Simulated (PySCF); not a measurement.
## Au(2+): ionisation energy

Au(2+) [Xe] 4f14 5d9 (2D) → Au(3+) [Xe] 4f14 5d8 (3F), as a difference of total energies. All numbers are calculated (PySCF 2.14, scalar relativity through the core potential, in aug-cc-pVDZ-PP with ECP60MDF). Correlated levels: valence: 5s2 5p6 frozen. The calculations carry no spin-orbit coupling.

| method | ionisation energy (eV) |
| --- | --- |
| UHF | 30.865 |
| LDA | 33.317 |
| PBE | 32.875 |
| PBE0 | 32.700 |
| r2SCAN | 32.513 |
| B2PLYP | 32.567 |
| BP86 | 32.973 |
| MN15 | 33.115 |
| wB97X | 32.652 |
| MP2 (valence) | 32.409 |
| SCS-MP2 (valence) | 32.309 |

**Question.** How much does correlation contribute at MP2 (valence)?

**Answer.** 32.409 − (30.865) = 1.544 eV, measured against UHF.

The reference lies between the lowest fine-structure levels, while these numbers refer to the centres of the terms.

Errors of the correlated levels include the incompleteness of this basis and the frozen core.

For comparison: 30 ± 1.6 eV (theoretical estimate listed by NIST; NIST Atomic Spectra Database, ionization energies).
